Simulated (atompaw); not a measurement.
## PBE PAW (atompaw) dataset for copper, scalar-relativistic all-electron reference.

- Element: copper (Cu)
- Generator: atompaw 4.2.0.5
- Type: PAW
- Functional: PBE
- Relativity: scalar-relativistic
- Frozen core: [Ne] 3s2
- Valence charge: 17
- Reference configuration: 3p6 3d10 4s0.75 4p0.25
- Partial waves: 4s (bound): rc 2.40 bohr; 4s channel at 3.15 Ry: rc 2.40 bohr; 3p (bound): rc 1.15 bohr; 4p (bound): rc 2.40 bohr; 3d (bound): rc 1.20 bohr; 3d channel at 1.6 Ry: rc 1.20 bohr
- Local potential: troulliermartins scheme with l = 3 at 0 Ry, radius 1.90 bohr
- Core correction: smooth core density matched at 2.10 bohr
- Augmentation charge: sinc compensation charge, radius 2.20 bohr; PAW radius 2.40 bohr; waves and projectors: custom rrkj vanderbiltortho

All-electron outer shells of the reference configuration (PBE, scalar-relativistic, ld1.x):

```
shell  level (eV)  outermost node (bohr)  outermost maximum (bohr)
   2p     -917.54                      –                      0.16
   3s     -115.30                   0.29                      0.61
   3p      -72.75                   0.26                      0.62
   3d       -5.64                      –                      0.60
   4s       -5.04                   0.89                      2.24
   4p       -1.02                   0.97                      3.56
```

Results:

```json
{
 "Cutoffs needed": "100 Ry and 180 Ry (the cutoffs (Ry, on a coarse ladder) from which the occupation-weighted sum of valence levels, in a spherical-Bessel basis at the reference potential, stays within 10 and 1 mRy of its value at 400 Ry)",
 "Ghost test": "no extra level below or beside the all-electron valence levels (s, p, d, f tested) (spherical-Bessel basis up to 400 Ry, 20 bohr box)",
 "Lowest eigenvalue of the overlap operator": "0.50 (p channel)",
 "Overlap eigenvalues printed by atompaw (projector basis)": "0.276, 0.706, 4.52, 17.7, 230, 6.44e+03",
 "Share of each valence orbital outside the PAW sphere": "4s 61 %, 3p 0 %, 4p 90 %, 3d 5 %"
}
```

Generation and tests took about 4.7 s on one core of a shared server CPU.
